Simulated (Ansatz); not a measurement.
CH6ClGaN2, SMILES `N[CH](N)[GaH][Cl]`. The species carries charge 0 and has multiplicity 1. All single points use the PBE0-D4/def2-TZVP geometry. It is one conformer, not always the lowest.

```xyz
11

N    -0.431    1.604    0.277
C     0.338    0.409    0.174
N    -0.390   -0.780    0.778
Ga    0.174   -0.918   -1.265
Cl    1.892   -2.243   -1.373
H    -0.468    2.131   -0.581
H    -0.142    2.215    1.030
H     1.332    0.450    0.622
H    -1.346   -0.519    0.988
H     0.054   -1.193    1.587
H    -1.014   -1.154   -2.236
```

(1) What is the dipole moment at B3LYP/def2-TZVPP? (Best estimate.)

(2) And with PBE, r2SCAN, ωB97M-V? (An estimate is asked.)

(3) Give the Mulliken charges with B3LYP, r2SCAN, PBE in def2-TZVPP. (Estimate.)

Results:

(1) Ansatz gave: 4.36 D, with components (-1.50, 3.01, 2.77) D in this frame, pointing from negative to positive charge.

(2) The calculation gave: PBE 4.42 D, r2SCAN 4.47 D, ωB97M-V 4.31 D.

(3) Computed: 
```json
{"atom": "N1", "B3LYP": "-0.34", "r2SCAN": "-0.39", "PBE": "-0.34"}
{"atom": "C2", "B3LYP": "-0.11", "r2SCAN": "-0.10", "PBE": "-0.14"}
{"atom": "N3", "B3LYP": "-0.20", "r2SCAN": "-0.21", "PBE": "-0.17"}
{"atom": "Ga4", "B3LYP": "0.35", "r2SCAN": "0.38", "PBE": "0.28"}
{"atom": "Cl5", "B3LYP": "-0.35", "r2SCAN": "-0.36", "PBE": "-0.33"}
{"atom": "H6", "B3LYP": "0.16", "r2SCAN": "0.18", "PBE": "0.17"}
{"atom": "H7", "B3LYP": "0.13", "r2SCAN": "0.15", "PBE": "0.14"}
{"atom": "H8", "B3LYP": "0.11", "r2SCAN": "0.08", "PBE": "0.11"}
{"atom": "H9", "B3LYP": "0.15", "r2SCAN": "0.16", "PBE": "0.15"}
{"atom": "H10", "B3LYP": "0.15", "r2SCAN": "0.16", "PBE": "0.16"}
{"atom": "H11", "B3LYP": "-0.05", "r2SCAN": "-0.05", "PBE": "-0.04"}
```

B3LYP here is the variant with VWN-RPA as its local correlation; programs differ in this.
